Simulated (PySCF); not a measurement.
C3H9OSi, SMILES C(C)O[SiH]C (connectivity only; charge and spin as stated), charge +1, multiplicity 1.

Coordinates come from a r2SCAN-D4/def2-SVP optimisation. The spin state was assumed, not searched. The isomer is the one that the SMILES or the coordinates give; other isomers of the formula were not compared. The values are those of a single conformer.

The numbers are results of r2SCAN-D4/def2-SVP in PySCF 2.14.0, not measurements.

Frequencies are harmonic and unscaled.

| mode | ν (cm⁻¹) | IR (km/mol) | Raman (Å⁴/amu) | depolarisation | moving atoms (share of kinetic energy) |
|---|---|---|---|---|---|
| 1 | 57 | 0.7 | 0.7 | 0.75 | H 58 %, C 32 %, Si 11 % |
| 2 | 72 | 0.1 | 0.1 | 0.75 | H 88 %, C 12 % |
| 3 | 112 | 2.4 | 0.4 | 0.34 | C 60 %, H 24 %, O 15 % |
| 4 | 198 | 14.1 | 0.6 | 0.75 | O 47 %, H 36 %, Si 14 % |
| 5 | 237 | 11.1 | 2.8 | 0.75 | Si 34 %, C 28 %, H 28 %, O 10 % |
| 6 | 315 | 3.1 | 0.0 | – | H 83 %, O 11 % |
| 7 | 439 | 19.3 | 0.9 | 0.30 | O 44 %, H 29 %, C 26 % |
| 8 | 474 | 4.9 | 2.4 | 0.75 | H 93 % |
| 9 | 633 | 9.5 | 15.1 | 0.08 | C 50 %, H 28 %, O 11 %, Si 10 % |
| 10 | 699 | 4.4 | 5.0 | 0.63 | H 61 %, C 28 %, Si 9 % |
| 11 | 754 | 46.6 | 1.9 | 0.75 | H 72 %, C 17 %, Si 10 % |
| 12 | 797 | 3.8 | 0.3 | 0.75 | H 91 %, C 8 % |
| 13 | 807 | 75.4 | 4.8 | 0.11 | C 35 %, H 34 %, Si 27 % |
| 14 | 913 | 82.6 | 5.3 | 0.57 | H 78 %, C 12 % |
| 15 | 979 | 12.9 | 1.4 | 0.74 | H 49 %, C 40 %, Si 9 % |
| 16 | 1109 | 13.4 | 5.2 | 0.75 | C 58 %, H 41 % |
| 17 | 1153 | 2.9 | 0.0 | – | H 61 %, C 37 % |
| 18 | 1185 | 322.2 | 71.2 | 0.29 | O 54 %, C 20 %, Si 16 %, H 10 % |
| 19 | 1255 | 84.5 | 7.0 | 0.72 | H 77 %, C 21 % |
| 20 | 1299 | 1.4 | 5.8 | 0.75 | H 93 % |
| 21 | 1376 | 3.7 | 6.1 | 0.37 | H 80 %, C 15 % |
| 22 | 1385 | 5.9 | 11.4 | 0.60 | H 96 % |
| 23 | 1387 | 14.0 | 5.9 | 0.75 | H 96 % |
| 24 | 1404 | 22.8 | 4.8 | 0.35 | H 74 %, C 21 % |
| 25 | 1459 | 18.1 | 14.7 | 0.75 | H 97 % |
| 26 | 1468 | 2.9 | 20.9 | 0.71 | H 92 % |
| 27 | 1479 | 21.2 | 7.1 | 0.39 | H 92 % |
| 28 | 2342 | 13.1 | 150.8 | 0.21 | H 96 % |
| 29 | 3022 | 34.6 | 150.0 | 0.03 | H 97 % |
| 30 | 3040 | 7.4 | 146.3 | 0.01 | H 97 % |
| 31 | 3091 | 2.0 | 205.7 | 0.08 | H 95 % |
| 32 | 3111 | 23.8 | 92.0 | 0.75 | H 91 %, C 9 % |
| 33 | 3137 | 4.7 | 94.5 | 0.75 | H 90 %, C 10 % |
| 34 | 3150 | 1.7 | 103.7 | 0.53 | H 91 %, C 9 % |
| 35 | 3164 | 1.2 | 46.7 | 0.75 | H 90 %, C 10 % |
| 36 | 3185 | 17.8 | 50.7 | 0.73 | H 91 %, C 9 % |
